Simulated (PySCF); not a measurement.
Structure problem from calculated spectra and properties.

Formula: C3H12NPSi.

| Quantity | Value |
| --- | --- |
| Rotational structure | rotational constants A, B, C: 6.722, 0.718, 0.676 GHz [PBE0-D3(BJ)/def2-SVP] |
| NMR, other nuclei | isotropic shieldings of nuclei other than C and H, by class: 222 (1 N), 369 (1 Si), 569 (1 P) ppm [GIAO B3LYP/pcSseg-1] |
| 1H NMR | chemical shifts (computed TMS as zero) by class: 5.10 (2 H), 2.68 (2 H), 1.60 (2 H), 1.33 (2 H), 0.95 (3 H), -0.42 (1 H) ppm [GIAO B3LYP/pcSseg-1] |
| XPS | Si2p3/2 106.6, P2p3/2 136.1, C1s 290.5, C1s 290.7, C1s 291.4, N1s 404.2, Si1s 1846.5, P1s 2149.6 eV [ΔSCF SCAN, pcX-2 on the ionised atom, pcseg-1 elsewhere, spin-free X2C, 2p3/2 from a spin–orbit splitting computed afterwards within the 2p shell] |
| Dipole | 1.19 D [B3LYP/def2-SVPD] |
| 13C NMR | chemical shifts (computed TMS as zero) by class: 52.4 (1 C), 33.8 (1 C), 13.5 (1 C) ppm [GIAO B3LYP/pcSseg-1] |

Gas-phase values; electronic properties from PySCF, density fitting. Levels stand in brackets. One conformer (not necessarily the lowest) at the PBE0-D3(BJ)/def2-SVP geometry, without solvent, vibrations or thermal averaging. NMR values are class means; diastereotopic atoms form classes of their own.

Question: Give a SMILES that accounts for the data.

Answer: Numbering: `[CH3:1][CH2:2][CH2:3][NH:4][SiH2:5][PH2:6]`. 3 carbons fall into 3 classes; from least to most shielded: sp3 carbon bound to nitrogen [C3] (52.4 ppm), chain CH2 carbon [C2] (33.8 ppm), methyl carbon [C1] (13.5 ppm). Hydrogen classes from least to most shielded: 2 H on an SiH2 silicon, Si5 (5.10 ppm), 2 H on an sp3 carbon bound to nitrogen, C3 (2.68 ppm), 2 H on a three-coordinate phosphorus, P6 (1.60 ppm), 2 H on a chain CH2 carbon, C2 (1.33 ppm), 3 H on a methyl carbon, C1 (0.95 ppm), 1 H on a silicon-bound nitrogen, N4 (-0.42 ppm). The other shieldings belong to: 222 ppm, silicon-bound nitrogen [N4]; 369 ppm, SiH2 silicon [Si5]; 569 ppm, three-coordinate phosphorus [P6]. The core levels belong to: Si2p3/2 106.6 eV, SiH2 silicon [Si5]; P2p3/2 136.1 eV, three-coordinate phosphorus [P6]; C1s 290.5 eV, chain CH2 carbon [C2]; C1s 290.7 eV, methyl carbon [C1]; C1s 291.4 eV, sp3 carbon bound to nitrogen [C3]; N1s 404.2 eV, silicon-bound nitrogen [N4]; Si1s 1846.5 eV, SiH2 silicon [Si5]; P1s 2149.6 eV, three-coordinate phosphorus [P6]. The optimised geometry has point group C1 and is an asymmetric top. Structure: `N([SiH2]P)CCC`. The assignments are read from this structure; whether some other isomer fits the data as well wasn't checked.

Conformer computed: `[CH3:1][CH2:2][CH2:3][NH:4][SiH2:5][PH2:6]`: C1–C2–C3–N4 180°, C2–C3–N4–Si5 141°, C3–N4–Si5–P6 -163°, H–P6–Si5–N4 -175°, H–P6–Si5–N4 91°.
